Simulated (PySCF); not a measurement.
# Ionisation energy of Si²⁺ by level of theory

Si²⁺ [Ne] 3s2 (1S) → Si³⁺ [Ne] 3s1 (2S), as a difference of total energies. Calculation: PySCF 2.14, in aug-cc-pVDZ-DK (5s4p2d, 27 functions); scalar relativity by spin-free X2C-1e. Correlated levels: valence: [Ne] frozen. The calculations carry no spin-orbit coupling.

```
           method  ionisation energy (eV)  error (eV)
              UHF                  32.057      -1.436
    MP2 (valence)                  32.841      -0.652
SCS-MP2 (valence)                  32.998      -0.495
   CCSD (valence)                  33.240      -0.253
```

Reference: 33.493 eV (measured; NIST Atomic Spectra Database, ionization energies).

Errors of the correlated levels include the incompleteness of this basis and the frozen core.

With two correlated electrons CCSD is exact in that space.
